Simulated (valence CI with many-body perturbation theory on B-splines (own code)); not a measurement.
**E1 transitions of K XIII**

Calculated by configuration interaction combined with many-body perturbation theory (CI+MBPT): five valence electrons over a frozen Dirac-Fock core [He], radial functions for each j: 9 s, 9 p, 8 d, 6 f, 3 g, 1 h, with the one-electron correlation potential Σ1 (screened to all orders), the two-electron term Σ2, the three-electron term Σ3, Breit, model QED; selected single and double excitations, second order for the rest, scaled by the run's own slope (own B-spline code, finite nucleus).

No measured spectrum was set against this ion. As an estimate, levels of excited configurations hold to 0.05 to 0.15 % of their energy, terms of the ground configuration to about 0.5 %. Among the levels kept, up to 2400 cm⁻¹ of a level comes from second order outside the variational space, and about a tenth of that is noise between levels of different J, which matters for small intervals.

Lines 101 to 150 of 270 in falling wavelength, among levels below 465.90 eV, chosen from the strongest by gf and those to the six lowest levels. Wavelengths and rates use the calculated energies, so an error of 400 cm⁻¹ moves a line at 205.5 Å by 0.082 % and its rate by three times that or more. Electric multipoles are in the length gauge, E1 and E2 with the static RPA response of the core. Weak lines are less certain than strong ones. Lines between different terms over intervals too small for the method are left out, as are lines whose strength nearly cancels.

Letters in brackets count levels of one name in rising energy.

```tsv
λ vac (Å)	Upper	Lower	A (s⁻¹)	log gf	Branch %
205.5	2p5 2P°_3/2	2s 2p4 2S_1/2	3.14e+09	-1.10	6.3
202.5	2s 2p4 2D_3/2	2s2 2p3 2P°_3/2	3.95e+07	-3.01	0.2
202.1	2s 2p4 2D_5/2	2s2 2p3 2P°_3/2	3.07e+09	-0.95	16.6
201.5	2s 2p4 4P_3/2	2s2 2p3 4S°_3/2	7.60e+09	-0.73	99.8
199.5	2s 2p4 2D_3/2	2s2 2p3 2P°_1/2	1.87e+09	-1.35	9.5
198.5	2s 2p4 4P_1/2	2s2 2p3 4S°_3/2	8.04e+09	-1.02	99.8
179.8	2s 2p4 2D_3/2	2s2 2p3 2D°_5/2	7.89e+08	-1.82	4.0
179.4	2s 2p4 2D_5/2	2s2 2p3 2D°_5/2	1.53e+10	-0.35	82.4
178.1	2s 2p4 2D_3/2	2s2 2p3 2D°_3/2	1.70e+10	-0.49	86.3
177.8	2s 2p4 2D_5/2	2s2 2p3 2D°_3/2	1.78e+08	-2.30	1.0
168.4	2p5 2P°_3/2	2s 2p4 2D_5/2	2.34e+10	-0.40	47.4
168.1	2p5 2P°_3/2	2s 2p4 2D_3/2	4.40e+09	-1.13	8.9
166.1	2s 2p4 2S_1/2	2s2 2p3 2P°_3/2	1.01e+10	-1.08	26.9
164.1	2s 2p4 2S_1/2	2s2 2p3 2P°_1/2	1.67e+10	-0.87	44.5
161.2	2p5 2P°_1/2	2s 2p4 2D_3/2	2.62e+10	-0.69	51.0
157.8	2s 2p4 2P_3/2	2s2 2p3 2P°_3/2	8.30e+09	-0.91	11.3
156.0	2s 2p4 2P_3/2	2s2 2p3 2P°_1/2	3.37e+09	-1.31	4.6
152.7	2s 2p4 2P_1/2	2s2 2p3 2P°_3/2	3.14e+10	-0.66	44.2
151.0	2s 2p4 2P_1/2	2s2 2p3 2P°_1/2	5.25e+09	-1.44	7.4
149.3	2s 2p4 2S_1/2	2s2 2p3 2D°_3/2	1.07e+10	-1.15	28.4
143.6	2s 2p4 2P_3/2	2s2 2p3 2D°_5/2	5.16e+10	-0.20	70.4
142.6	2s 2p4 2P_3/2	2s2 2p3 2D°_3/2	9.72e+09	-0.93	13.3
138.4	2s 2p4 2P_1/2	2s2 2p3 2D°_3/2	3.44e+10	-0.70	48.4
129.8	2s 2p4 2S_1/2	2s2 2p3 4S°_3/2	9.21e+07	-3.33	0.2
128.8	2p5 2P°_3/2	2s 2p4 4P_5/2	2.35e+08	-2.63	0.5
124.7	2s 2p4 2P_3/2	2s2 2p3 4S°_3/2	2.84e+08	-2.58	0.4
121.5	2s 2p4 2P_1/2	2s2 2p3 4S°_3/2	5.80e+07	-3.59	0.1
33.79	2s2 2p2 3p 4D°_3/2	2s 2p4 4P_5/2	9.46e+08	-3.19	25.3
33.60	2s2 2p2 3p 4P°_3/2	2s 2p4 4P_5/2	1.41e+10	-2.02	80.3
33.53	2s2 2p2 3p 4D°_7/2	2s 2p4 4P_5/2	7.53e+08	-2.99	33.5
33.50	2s2 2p2 3p 4P°_5/2	2s 2p4 4P_5/2	9.63e+09	-2.01	68.6
33.42	2s2 2p2 3p 2D°_3/2 [a]	2s 2p4 4P_5/2	2.57e+09	-2.76	48.6
33.25	2s2 2p2 3p 4S°_3/2	2s 2p4 4P_5/2	4.71e+10	-1.51	42.4
33.22	2s2 2p2 3p 2D°_5/2 [a]	2s 2p4 4P_5/2	2.61e+09	-2.59	43.0
32.59	2s 2p3 3s 6S°_5/2	2s 2p4 4P_5/2	6.75e+08	-3.19	76.3
32.07	2s2 2p2 3p 2P°_3/2 [b]	2s 2p4 4P_5/2	3.90e+09	-2.62	8.4
31.95	2s2 2p2 3s 4P_1/2	2s2 2p3 2P°_3/2	1.30e+09	-3.40	0.5
31.94	2s 2p3 3s 4S°_3/2	2s 2p4 4P_3/2	1.80e+11	-0.96	31.5
31.88	2s2 2p2 3s 4P_1/2	2s2 2p3 2P°_1/2	1.09e+09	-3.48	0.4
31.84	2s2 2p2 3s 4P_3/2	2s2 2p3 2P°_3/2	2.01e+09	-2.91	0.7
31.78	2s 2p3 3s 4S°_3/2	2s 2p4 4P_5/2	3.00e+11	-0.74	52.4
31.76	2s2 2p2 3s 4P_3/2	2s2 2p3 2P°_1/2	4.26e+08	-3.59	0.2
31.65	2s2 2p2 3p 2P°_3/2 [c]	2s 2p4 4P_5/2	3.61e+09	-2.66	14.7
31.59	2s2 2p2 3s 2P_1/2	2s2 2p3 2P°_3/2	2.56e+10	-2.12	3.2
31.52	2s2 2p2 3s 2P_1/2	2s2 2p3 2P°_1/2	2.02e+11	-1.22	24.8
31.44	2s2 2p2 3s 2P_3/2	2s2 2p3 2P°_3/2	2.36e+11	-0.85	29.3
31.36	2s2 2p2 3s 2P_3/2	2s2 2p3 2P°_1/2	1.01e+11	-1.23	12.5
31.28	2s2 2p2 3s 4P_1/2	2s2 2p3 2D°_3/2	1.56e+10	-2.34	5.5
31.22	2s2 2p2 3s 4P_3/2	2s2 2p3 2D°_5/2	7.61e+09	-2.35	2.8
31.17	2s2 2p2 3s 4P_3/2	2s2 2p3 2D°_3/2	3.01e+09	-2.76	1.1
```

How does gf follow from A for the line at 151.0 Å?

gf = 1.4992 × (2J+1)_upper × A / σ², with σ = 662286 cm⁻¹ and 2J+1 = 2: gf = 0.0359.
